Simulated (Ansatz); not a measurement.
The same group exchange along the group F, Cl, Br.

Calculated with Ansatz (gas phase, PBE0-D4/def2-TZVP geometries, no zero-point term in ΔE). CCSD(T)/CBS is the MP2 limit (def2-TZVPP, def2-QZVPP) plus CCSD(T) − MP2 in def2-TZVPP, frozen cores. Functionals use def2-TZVPP. B3LYP here is the variant with VWN-RPA as its local correlation; programs differ in this. For Br, Ga outer-core shells are correlated without core-valence functions, which leaves a few kJ/mol of doubt a bond. Scalar relativity is left out up to krypton. Each species was taken in one conformer, which may not be the lowest.

```
                                                                reaction  ωB97M-V (kcal/mol)  MP2/CBS(def2) (kcal/mol)  B3LYP-D4 (kcal/mol)
  `CO[Si](C)(N)F` + `B[CH2][GaH2]` → `B[CH2][GaH][CH3]` + `C[Si](N)(O)F`               -21.6                     -25.5                -20.4
`CO[Si](C)(N)Cl` + `B[CH2][GaH2]` → `B[CH2][GaH][CH3]` + `C[Si](N)(O)Cl`               -21.1                     -24.8                -20.1
`CO[Si](C)(N)Br` + `B[CH2][GaH2]` → `B[CH2][GaH][CH3]` + `C[Si](N)(O)Br`               -21.2                     -24.7                -20.2
```

**Question.** Give the CCSD(T)/CBS values in the same order. (An estimate is asked.)

**Answer.** Ansatz gave: -23.5, -23.0, -22.9 kcal/mol.

Largest T1 diagnostic: 0.012, for `B[CH2][GaH2]`.
